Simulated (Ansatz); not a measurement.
C₂H₅AlClNO at its PBE0-D4/def2-TZVP geometry, where that method's forces vanish. Total charge 0; spin multiplicity 1. The bonds changed during the relaxation, so this is another structure than the one it started from.

```json
{"atom": "N1", "x (Å)": "0.487", "y (Å)": "0.895", "z (Å)": "0.617"}
{"atom": "C2", "x (Å)": "0.777", "y (Å)": "-0.333", "z (Å)": "0.764"}
{"atom": "C3", "x (Å)": "-0.053", "y (Å)": "-1.287", "z (Å)": "-0.044"}
{"atom": "Cl4", "x (Å)": "1.298", "y (Å)": "-1.944", "z (Å)": "-1.177"}
{"atom": "O5", "x (Å)": "-1.038", "y (Å)": "-0.683", "z (Å)": "-0.672"}
{"atom": "Al6", "x (Å)": "-1.040", "y (Å)": "1.117", "z (Å)": "-0.665"}
{"atom": "H7", "x (Å)": "1.067", "y (Å)": "1.562", "z (Å)": "1.110"}
{"atom": "H8", "x (Å)": "1.584", "y (Å)": "-0.697", "z (Å)": "1.396"}
{"atom": "H9", "x (Å)": "-0.338", "y (Å)": "-2.186", "z (Å)": "0.509"}
{"atom": "H10", "x (Å)": "-2.272", "y (Å)": "1.731", "z (Å)": "0.129"}
{"atom": "H11", "x (Å)": "-0.473", "y (Å)": "1.826", "z (Å)": "-1.967"}
```

Task: For each bond, give half the difference of the two atoms' forces along it (eV/Å; positive pushes the atoms apart) under PBE-D4, r2SCAN-D4, B3LYP-D4, ωB97M-V in def2-TZVPP. (Best estimate.)

Result: Computed: 
```csv
bond,length (Å),PBE-D4,r2SCAN-D4,B3LYP-D4,ωB97M-V
N1–C2,1.270,0.75,0.41,0.18,-0.02
N1–Al6,2.006,-0.18,-0.13,0.11,0.19
N1–H7,1.013,0.09,-0.05,-0.10,-0.08
C2–C3,1.500,-0.20,-0.06,0.06,0.18
C2–H8,1.088,-0.11,-0.15,-0.18,-0.14
C3–Cl4,1.881,0.36,0.36,0.33,-0.13
C3–O5,1.315,0.33,0.13,0.23,0.33
C3–H9,1.094,0.04,-0.10,-0.23,-0.24
O5–Al6,1.800,0.16,0.00,0.07,0.05
Al6–H10,1.589,0.00,-0.02,-0.11,-0.15
Al6–H11,1.588,-0.02,-0.02,-0.11,-0.15
```

B3LYP here is the variant with VWN-RPA as its local correlation; programs differ in this.
